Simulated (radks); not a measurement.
Valence configurations of Hf (all share [Xe]). Method: scalar-relativistic Kohn-Sham, PBE, spin-polarised, spherical densities, point nucleus; open shells are filled with parallel spins first (spin-orbit coupling, left out, can overturn this in heavy ions); computed with a radial shooting solver on a logarithmic mesh with Libxc functionals. Energies are relative to 4f14 5d2 6s2; eigenvalues in eV for spin up.

valence,E (eV),moment (Bohr magnetons),e(4f),e(5d),e(6p),e(6s)
4f14 5d2 6s2,0.000,2,-16.741,-3.093,-,-5.429
4f13 5d2 6s2 6p1,19.914,4,-28.705,-6.844,-2.658,-7.355
4f14 5d1 6s2 6p1,2.105,2,-20.221,-5.265,-2.567,-6.893
4f13 5d3 6s2,16.449,4,-24.885,-4.346,-,-5.762
4f13 5d2 6s1 6p2,22.930,6,-29.868,-8.005,-3.379,-8.366
4f14 5d2 6s1 6p1,2.621,4,-18.023,-4.377,-2.403,-6.583
4f12.5 5d2 6s1 6p2.5,36.949,7,-36.288,-10.020,-3.875,-9.270
4f13 5d2.5 6s1 6p1.5,20.795,6,-27.991,-6.825,-2.912,-7.651
4f13.5 5d1.5 6s1 6p2,13.317,5,-25.570,-7.223,-3.342,-8.156
4f12 5d2 6s2 6p2,50.354,6,-41.936,-11.084,-3.727,-9.263

NIST lists [Xe] 4f14 5d2 6s2 as the ground configuration; this level of theory agrees among the configurations tried. The energies are those of spherical high-spin densities, not of single terms.
